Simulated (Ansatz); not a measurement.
Ansatz (a program for electronic structure) job for GaI₃, SMILES [I][Ga]([I])[I], PBE0/def2-SVPD. Coordinates come from a B3LYP-D3(BJ)/def2-SVP optimisation. The isomer is the one that the SMILES or the coordinates give; other isomers of the formula were not compared. The def2 effective core potentials stand for the cores of I; spin–orbit coupling is left out.

Ansatz 0.2 input:
```yaml
crystal:
  periodic: [false, false, false]
  atoms:
    - {symbol: Ga, position_ang: [0.00000000, 0.00000000, 0.00000000]}
    - {symbol: I, position_ang: [-2.49610155, 0.00000000, 0.00000000]}
    - {symbol: I, position_ang: [1.24805077, 2.16168735, 0.00000000]}
    - {symbol: I, position_ang: [1.24805077, -2.16168735, 0.00000000]}
basis:
  gaussian:
    orbitals: def2-SVPD
hamiltonian:
  xc: {name: PBE0}
```

Program output:

```
WARN ansatz: RAYON_NUM_THREADS=1 ignored (pool sized by the plan → 1); use --threads N
Functional definition: PBE0
integrals: 0.16 GiB planned
1687 factors; integrals over basis functions are off by at most 1.9e-4 eV
mean field: 1.09 GiB planned
mean field evaluation 1: about -76671.7755 eV, gradient 2.2e1 eV
mean field evaluation 2: about -76670.6815 eV, gradient 3.3e1 eV
mean field evaluation 4: about -76672.6359 eV, gradient 6.9e-1 eV
mean field evaluation 8: about -76672.6518 eV, gradient 3.9e-2 eV
mean field -76672.65179380 eV, -2817.6679828323 hartree, gradient 3.6e-5 eV, S^2 0.000000; 0 other end points of the search recorded, 0 dependent functions left out
reference -76672.65185209 eV, -2817.6679849742 hartree; 53, 53 occupied and 90, 90 virtual orbitals, 1687 factors
Total energy: -76672.65185209 eV, -2817.6679849742 hartree
```

The calculation finished and met its thresholds.

Cost: around 8 core-seconds (rough).
